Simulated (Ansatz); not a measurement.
Compare A (`C/C(F)=C/Br`) with its isomer B (`C=C(Br)CF`).

Isolated molecules relaxed with PBE0-D4/def2-TZVP in Ansatz; ΔE leaves out vibrations. CCSD(T)/CBS is the MP2 limit (def2-TZVPP, def2-QZVPP) plus CCSD(T) − MP2 in def2-TZVPP, frozen cores. DFT in def2-TZVPP. B3LYP here is the variant with VWN-RPA as its local correlation; programs differ in this. For Br outer-core shells are correlated without core-valence functions, which leaves a few kJ/mol of doubt a bond. Scalar relativity is left out up to krypton. Each species was taken in one conformer, which may not be the lowest.

Question: Which is lower in electronic energy at CCSD(T)/CBS, and by how much? (Best estimate.)

Answer: The calculation gave: A, by 2.7 kcal/mol.

Question: Give E(B) − E(A) in kcal/mol with MP2/def2-TZVPP, r2SCAN-D4, CCSD/def2-TZVPP, B3LYP, B3LYP-D4, PBE0-D4, CCSD(T)/def2-TZVPP. (Estimate.)

Answer: The calculation gave: MP2/def2-TZVPP 2.8, r2SCAN-D4 4.6, CCSD/def2-TZVPP 2.8, B3LYP 4.2, B3LYP-D4 3.8, PBE0-D4 4.6, CCSD(T)/def2-TZVPP 2.9. None reverses the order clearly.

Largest T1 diagnostic: 0.010.
